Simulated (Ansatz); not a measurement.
Reaction (redistribution): `[F][Sn]([F])([SiH3])[Cl]` + `ClC1O[SiH2]1` → `[SiH3]C1O[SiH2]1` + `[F][Sn]([F])([Cl])[Cl]`

Calculated with Ansatz (gas phase, PBE0-D4/def2-TZVP geometries, no zero-point term in ΔE). CBS: MP2 limit from def2 TZ/QZ plus the TZ coupled-cluster correction, frozen cores. Functionals use def2-TZVPP. HSE06 is defined as in plane-wave codes. Elements past krypton have def2 core potentials. For Sn outer-core shells are correlated without core-valence functions, which leaves a few kJ/mol of doubt a bond.

`[F][Sn]([F])([SiH3])[Cl]`:

```xyz
8

F     0.350   -0.097    2.542
Sn    0.784   -0.385    0.708
F     2.457    0.514    0.536
Si   -0.999    0.536   -0.887
Cl    1.289   -2.628    0.556
H    -1.144    1.977   -0.581
H    -0.498    0.304   -2.260
H    -2.240   -0.221   -0.614
```

`ClC1O[SiH2]1`:

```xyz
7

Cl    0.500    0.886    2.059
C    -0.355    0.591    0.545
O     0.378    0.961   -0.629
Si    0.171   -0.701   -0.609
H    -1.343    1.039    0.600
H     1.363   -1.519   -0.314
H    -0.714   -1.257   -1.654
```

`[SiH3]C1O[SiH2]1`:

Z-matrix (Å, degrees):
```
Si
C 1 1.866
H 1 1.488 2 108.6
H 1 1.487 2 111.6 3 120.2
H 1 1.486 2 109.2 3 -119.4
O 2 1.495 1 114.1 3 173.0
Si 2 1.810 1 123.3 3 105.0
H 2 1.092 1 116.7 3 -54.6
H 7 1.478 2 121.5 1 -159.4
H 7 1.478 2 121.8 1 -0.7
```

`[F][Sn]([F])([Cl])[Cl]`:

```xyz
5

F    -0.981    0.516    1.555
Sn   -0.034    0.017    0.002
F    -1.136    0.519   -1.445
Cl    1.910    1.185   -0.098
Cl    0.242   -2.237   -0.014
```

```
             level  ΔE (kJ/mol)  difference from CCSD(T)/CBS
       LDA (SPW92)        -50.2                         29.8
         revPBE-D4        -61.1                         18.9
           BLYP-D4        -63.3                         16.7
        r2SCANh-D4        -73.7                          6.3
          HSE06-D4        -66.3                         13.7
           ωB97X-V        -74.8                          5.2
               PBE        -55.9                         24.1
              BLYP        -59.8                         20.2
           LC-ωPBE        -73.9                          6.1
       HF/def2-SVP        -83.7                         -3.7
      MP2/def2-SVP        -86.8                         -6.8
     CCSD/def2-SVP        -80.0                          0.0
  CCSD(T)/def2-SVP        -78.7                          1.3
SCS-MP2/def2-TZVPP        -83.2                         -3.2
   CCSD/def2-TZVPP        -81.0                         -1.0
      HF/CBS(def2)        -95.0                        -15.0
       CCSD(T)/CBS        -80.0                            0
```

Problem. What do rigid-rotor, harmonic-oscillator terms from PBE0-D4/def2-TZVP frequencies (298.15 K, 1 bar) make of the CCSD(T)/CBS value? (Estimate.)

Solution. The calculation gave: ΔZPE = +0.9 kJ/mol, ΔH = -80.1 kJ/mol, ΔS = -19 J/(mol·K), ΔG = -74.3 kJ/mol.

Largest T1 diagnostic among the species: 0.014.

From BLYP to BHLYP (50 % exact exchange), in def2-TZVPP and without D4, ΔE moves by −18.0 kJ/mol. In def2-TZVPP, CCSD(T) changes the Hartree–Fock value by +12.1 kJ/mol (the triples alone add +0.9 kJ/mol) and MP2 by +9.9 kJ/mol. Leaving LDA and LC-ωPBE aside and taking each functional with its dispersion term where it has one, the values, not all of them listed here, spread over 28.1 kJ/mol, from B97M-V to PBE-D4. LDA lies +5.7 kJ/mol from PBE without D4.
